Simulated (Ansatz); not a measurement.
`C[SiH2]C` + `C[SiH](F)N[SiH](Cl)Cl` → `C[SiH2][SiH](Cl)Cl` + `CN[SiH](C)F`  (redistribution)

Calculated with Ansatz (gas phase, PBE0-D4/def2-TZVP geometries, no zero-point term in ΔE). CCSD(T)/CBS is the MP2 limit (def2-TZVPP, def2-QZVPP) plus CCSD(T) − MP2 in def2-TZVPP, frozen cores. Functionals use def2-TZVPP. One conformer a species, not always the lowest.

```json
{"level": "PBE-D4", "ΔE (kJ/mol)": "133.3"}
{"level": "HF/def2-TZVPP", "ΔE (kJ/mol)": "160.6"}
{"level": "MP2/def2-TZVPP", "ΔE (kJ/mol)": "167.0"}
{"level": "SCS-MP2/def2-TZVPP", "ΔE (kJ/mol)": "162.2"}
```

(1) What does CCSD(T)/CBS give? (Estimate.)

Largest T1 diagnostic among the species: 0.010.

Results:

(1) Computed: +156.8 kJ/mol. The listed levels differ from it by -23.5, 3.8, 10.2, 5.4 kJ/mol.

From PBE to PBE0 (25 % exact exchange), in def2-TZVPP and without D4, ΔE moves by +8.7 kJ/mol.
